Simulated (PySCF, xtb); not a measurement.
(2R)-1,1-difluoro-2-methylcyclopropane (C4H6F2), SMILES C[C@@H]1CC1(F)F.

Harmonic wavenumbers (cm⁻¹) from GFN2-xTB run with xtb at its own minimum, in rising order: 160, 188, 221, 376, 419, 441, 530, 722, 842, 896, 909, 1005, 1008, 1047, 1119, 1128, 1168, 1183, 1283, 1386, 1415, 1471, 1484, 1493, 3031, 3037, 3047, 3060, 3099, 3120.

### Question
What does PBE0-D3(BJ)/def2-SVP (PySCF) give at its own minimum? (An estimate is asked for; the answer gives what the named calculation found.)

### Answer
189, 209, 228, 402, 439, 489, 586, 744, 827, 890, 917, 1004, 1029, 1060, 1115, 1163, 1186, 1300, 1347, 1386, 1415, 1461, 1467, 1556, 3062, 3154, 3156, 3162, 3180, 3265. Paired by order, the mean absolute difference is 40 cm⁻¹ and the zero-point energies are 57.6 and 59.2 kcal/mol.
